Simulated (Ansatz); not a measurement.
```yaml
crystal:
  periodic: [true, true, true]
  atoms:
    - {symbol: C, position_ang: [-0.706433, -0.568822, -0.388085]}
    - {symbol: Si, position_ang: [0.720451, 0.394963, 0.486105]}
    - {symbol: Se, position_ang: [-0.360066, 1.266689, -1.392638]}
    - {symbol: H, position_ang: [-0.467621, -1.466659, -1.046981]}
    - {symbol: H, position_ang: [-1.741927, -0.606855, 0.084763]}
    - {symbol: H, position_ang: [0.445308, 1.038223, 1.872510]}
    - {symbol: H, position_ang: [2.174654, -0.128941, 0.336339]}
basis:
  gaussian: {orbitals: def2-mTZVP}
hamiltonian: {xc: {name: wB97X-V}}
output: {forces: true}
```

```sh
$ ansatz run in.yaml --threads 2 --pin off --events-out ev --progress --plain --max-ram 4352MiB
```

Shortened log:

```
Error: YAML parse error: error: line 2 column 3: crystal: missing field `lattice` (a structure is typed as `lattice` and `atoms`, a molecule's as `atoms` in Å alone, or read from a run's directory, `checkpoint`)
 --> <input>:2:3
1 | crystal:
2 |   periodic: [true, true, true]
3 |   atoms:
4 |     - {symbol: C, position_ang: [-0.706433, -0.568822, -0.388085]}
```

(1) Something in this input is off. What?

Answers

(1) The molecule is marked periodic without a cell. The input was rejected before any iteration.
